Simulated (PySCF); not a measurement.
# One molecule, several mistakes: F2H2NSi cation

These are calculations, not measurements. The program is PySCF 2.14.0, an open-source quantum chemistry code, run on an isolated molecule that a program drew, which may never have been made. The molecule is F2H2NSi cation (charge +1, singlet), drawn as the SMILES string `N[Si+](F)F`.

Each row is a Hartree-Fock (HF) and frozen-core CCSD(T) single point in the cc-pV(D+d)Z basis, meant for a local HF minimum. Run 1 is clean. Each other run has one planted mistake out of seven kinds, and not every kind appears here: one electron removed, one electron added, multiplicity raised by two, geometry at a saddle point, minimal basis STO-3G, one bond length entered in bohr, all coordinates scaled. The reference is restricted for singlets and unrestricted otherwise, and also for a bond in bohr. Adding or removing an electron swaps singlet and doublet. Electrons count all cores. HOMO and LUMO are orbital energies over both spins, the gradient is its largest component, and the lowest frequency (negative if imaginary) is given only where the gradient is small. Bond lengths are over the 5 bonds as drawn. T1 is the CCSD diagnostic: over 0.02 (restricted) or 0.045 (unrestricted) a single reference is doubtful.

Geometry of the clean run:
```xyz
6
F2H2NSi cation, angstrom
N     0.3713   -2.2461   -2.2967
Si    0.4654   -0.9824   -1.3121
F    -0.7460   -0.5032   -0.4924
F     1.7718   -0.1872   -1.1388
H    -0.4737   -2.7825   -2.4265
H     1.1514   -2.5785   -2.8438
```

| run | electrons | basis functions | <S^2> | HOMO (eV) | LUMO (eV) | gradient (hartree/bohr) | lowest frequency (cm^-1) | mean bond (Å) | longest bond (Å) | T1 | HF (hartree) | CCSD(T) (hartree) | mistake |
|---|---|---|---|---|---|---|---|---|---|---|---|---|---|
| 1 | 40 | 75 | 0.000 | -19.69 | -3.91 | 2.1e-05 | 275 | 1.3403 | 1.605 | 0.0138 | -543.28493 | -543.93526 | no fault |
| 2 | 40 | 75 | 0.000 | -19.33 | -4.51 | 4.7e-02 | - | 1.4006 | 1.677 | 0.0158 | -543.26965 | -543.93117 | all coordinates scaled |
| 3 | 41 | 75 | 0.758 | -5.23 | 2.51 | 8.5e-02 | - | 1.3403 | 1.605 | 0.0515 | -543.45044 | -544.11407 | one electron added |
| 4 | 40 | 26 | 0.000 | -17.33 | -0.65 | 2.4e-02 | - | 1.3403 | 1.605 | 0.0185 | -536.43266 | -536.59434 | ? |
| 5 | 39 | 75 | 0.757 | -31.14 | -16.02 | 1.5e-01 | - | 1.3403 | 1.605 | 0.0179 | -542.63948 | -543.25323 | ? |

**Which mistake was planted in run 4, and what did it cost?**

It has 26 basis functions where the clean run has 75, with the same electrons and geometry. So the mistake is: minimal basis STO-3G. Subtracting run 1 and multiplying by 627.51 kcal/mol a hartree, the energy moved by 4299.9 kcal/mol in HF and 4606.5 kcal/mol in CCSD(T).

**Which mistake was planted in run 5, and what did it cost?**

It counts 39 electrons, one fewer than the clean run, at the same geometry and basis. So the mistake is: one electron removed. Subtracting run 1 and multiplying by 627.51 kcal/mol a hartree, the energy moved by 405.0 kcal/mol in HF and 428.0 kcal/mol in CCSD(T).

Cautions from the logs. Run 3: T1 is over the limit, so its CCSD(T) energy is less reliable.
